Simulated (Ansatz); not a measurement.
Z-matrix (Å, degrees):
```
Ti
O 1 1.758
S 1 2.301 2 110.9
O 1 1.758 2 117.8 3 119.2
S 1 2.301 2 103.7 3 -117.9
H 2 0.955 1 158.4 3 -107.0
H 3 1.346 1 92.4 2 -48.7
H 4 0.955 1 158.5 2 13.1
H 5 1.346 1 92.3 2 -176.2
```

Total charge 0; spin multiplicity 1.

Question: List the PBE0/def2-TZVPP orbital energies in eV (Ansatz 0.2.0). (Estimate.)

Answer: The calculation gave: Occupied: -4875.63, -2421.91, -2421.91, -546.03, -523.33, -523.33, -455.71, -455.66, -455.65, -217.28, -217.28, -161.11, -161.11, -161.00, -161.00, -160.96, -160.96, -67.21, -43.01, -42.63, -42.46, -27.85, -27.65, -19.67, -19.51, -15.08, -14.58, -11.32, -11.24, -10.55, -10.28, -10.26, -10.10, -8.61, -8.34, -7.85, -6.99. Lowest empty: -2.05, -1.84, -1.42, -1.19, -0.96, -0.13, 1.11, 1.12.
